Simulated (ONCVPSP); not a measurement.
# PBEsol ONCV dataset for Ne (Z = 10), non-relativistic all-electron reference.

Ne, optimised norm-conserving Vanderbilt (ONCV), made with ONCVPSP 4.0.1 (PBEsol, non-relativistic). Core [He], reference 2s2 2p5 (charge +1). Waves: 2s: rc 0.60 bohr, ncon 4, nbas 7, qcut 9 1/bohr, 3 projectors, debl 1.3 Ha; 2p: rc 0.75 bohr, ncon 3, nbas 7, qcut 9.6 1/bohr, 2 projectors, debl 1.7 Ha. Local part: polynomial inside 0.50 bohr (lpopt 1, dvloc0 3 Ha). Core correction: Teter function, fcfact 3.5, rcfact 1.45.

In the s channel the program set the typed energies aside and used -2.032, 0.250, 1.550 Ha.

All-electron outer shells of the reference configuration (PBEsol, non-relativistic, ld1.x):

```json
{"shell": "1s", "level (eV)": "-849.75", "outermost node (bohr)": "–", "outermost maximum (bohr)": "0.10"}
{"shell": "2s", "level (eV)": "-55.28", "outermost node (bohr)": "0.22", "outermost maximum (bohr)": "0.68"}
{"shell": "2p", "level (eV)": "-32.20", "outermost node (bohr)": "–", "outermost maximum (bohr)": "0.60"}
```

Task: What does a ghost test show?

Result: Ghosts flagged at negative energy: s at -776.8 eV; no localised positive-energy state flagged. A true bound ghost makes a file unfit for plane-wave use.

Task: Tests: 2s2 2p6; 2s2 2p4; 2s2 2p3; 2s2 2p5.5. Which has the largest error in its energy relative to the reference configuration, and how large is it?

Result: 2s2 2p3, with +131 meV (all-electron minus pseudo) on +110.47 eV.
